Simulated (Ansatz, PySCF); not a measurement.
C4H4F2, SMILES C=C=CC(F)F. Atoms are numbered in the order given.

```xyz
10

C      2.5949    -0.2718     1.0405
C      1.4846    -0.4006     0.3609
C      0.3637    -0.5158    -0.3112
C     -0.8245     0.3591    -0.0653
F     -1.9009    -0.4074     0.2692
F     -1.1573     1.0189    -1.2105
H      2.7593    -0.8298     1.9696
H      3.3960     0.3932     0.6976
H      0.2421    -1.2715    -1.0989
H     -0.6562     1.1012     0.7347
```

Geometry optimised at r2SCAN-D4/def2-SVP. One conformer was computed; it need not be the lowest.

Two levels are set side by side: PBE-D3(BJ)/def2-SVP (Ansatz, a quantum-chemistry and plane-wave program) and r2SCAN-D4/def2-SVP (Ansatz). Each level has its own optimised geometry; the coordinates shown are those of the second. Frequencies come from the Hessian of PySCF at each geometry. Differences are taken from unrounded values.

```tsv
quantity	r2SCAN-D4
mean bond length (Å)	1.249
bond C1–C2 (Å)	1.308
bond C2–C3 (Å)	1.312
bond C3–C4 (Å)	1.496
bond C4–F5 (Å)	1.363
bond C4–F6 (Å)	1.363
bond C1–H7 (Å)	1.096
bond C1–H8 (Å)	1.096
bond C3–H9 (Å)	1.098
bond C4–H10 (Å)	1.104
highest harmonic wavenumber (cm⁻¹)	3221
mean harmonic wavenumber (cm⁻¹)	1264
zero-point energy (kcal/mol)	43.35
```

Task: What does PBE-D3(BJ) give, and how far is it from r2SCAN-D4? (Estimate from the structure and the level; the computed values follow.)

Result: 
```json
[
 {"quantity": "mean bond length (Å)", "PBE-D3(BJ)": "1.256", "PBE-D3(BJ) minus r2SCAN-D4": "0.007"},
 {"quantity": "bond C1–C2 (Å)", "PBE-D3(BJ)": "1.315", "PBE-D3(BJ) minus r2SCAN-D4": "0.007"},
 {"quantity": "bond C2–C3 (Å)", "PBE-D3(BJ)": "1.318", "PBE-D3(BJ) minus r2SCAN-D4": "0.006"},
 {"quantity": "bond C3–C4 (Å)", "PBE-D3(BJ)": "1.502", "PBE-D3(BJ) minus r2SCAN-D4": "0.006"},
 {"quantity": "bond C4–F5 (Å)", "PBE-D3(BJ)": "1.371", "PBE-D3(BJ) minus r2SCAN-D4": "0.008"},
 {"quantity": "bond C4–F6 (Å)", "PBE-D3(BJ)": "1.371", "PBE-D3(BJ) minus r2SCAN-D4": "0.008"},
 {"quantity": "bond C1–H7 (Å)", "PBE-D3(BJ)": "1.104", "PBE-D3(BJ) minus r2SCAN-D4": "0.007"},
 {"quantity": "bond C1–H8 (Å)", "PBE-D3(BJ)": "1.104", "PBE-D3(BJ) minus r2SCAN-D4": "0.007"},
 {"quantity": "bond C3–H9 (Å)", "PBE-D3(BJ)": "1.105", "PBE-D3(BJ) minus r2SCAN-D4": "0.007"},
 {"quantity": "bond C4–H10 (Å)", "PBE-D3(BJ)": "1.113", "PBE-D3(BJ) minus r2SCAN-D4": "0.009"},
 {"quantity": "highest harmonic wavenumber (cm⁻¹)", "PBE-D3(BJ)": "3147", "PBE-D3(BJ) minus r2SCAN-D4": "-74"},
 {"quantity": "mean harmonic wavenumber (cm⁻¹)", "PBE-D3(BJ)": "1230", "PBE-D3(BJ) minus r2SCAN-D4": "-33"},
 {"quantity": "zero-point energy (kcal/mol)", "PBE-D3(BJ)": "42.21", "PBE-D3(BJ) minus r2SCAN-D4": "-1.15"}
]
```
